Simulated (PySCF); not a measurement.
Compound: C2H11NOSi4.
SMILES: `CC(=O)N[SiH]1[SiH2][SiH2][SiH2]1`

Torsions of this conformer, `[CH3:1][C:2](=[O:3])[NH:4][SiH:5]1[SiH2:6][SiH2:7][SiH2:8]1`: C1–C2–N4–Si5 180°, C2–N4–Si5–Si6 49°.

The closed-shell ground state was solved at several levels (PySCF, density fitting, gas phase, non-relativistic). The structure is a single PBE0-D3(BJ)/def2-SVP conformer in the gas phase; no vibrational or solvent corrections.

| level | basis functions | total energy (Eh) | HOMO (eV) | LUMO (eV) | gap (eV) | dipole (D) |
| --- | --- | --- | --- | --- | --- | --- |
| wB97X-D/pcSseg-1 | 219 | -1370.6738 | -8.69 | 0.94 | 9.63 | 4.31 |
| wB97X-D/def2-SVPD | 267 | -1370.2389 | -8.63 | 0.91 | 9.54 | 4.23 |

Problem. What might PBE0/pcSseg-1 (219 basis functions) give for the same quantities?

Solution. Total energy -1370.0370 Eh, HOMO -6.97 eV, LUMO -0.78 eV, gap 6.19 eV, dipole 4.28 D.

Problem. Over all these levels, which gives the widest orbital gap and which the narrowest?

Solution. wB97X-D/pcSseg-1 (range-separated hybrid) has the widest, 9.63 eV, and PBE0/pcSseg-1 (global hybrid, 25 % exact exchange) the narrowest, 6.19 eV. The two share the basis. From the narrowest to the widest the HOMO moves by -1.72 eV and the LUMO by +1.72 eV.

Problem. How far do the dipole and the HOMO energy spread over the levels?

Solution. The dipole runs from 4.23 to 4.31 D (mean 4.27 D) and the HOMO from -8.69 to -6.97 eV.

wB97X-D is run here without its empirical dispersion term; that term would change no orbital, density or response property at a fixed geometry.
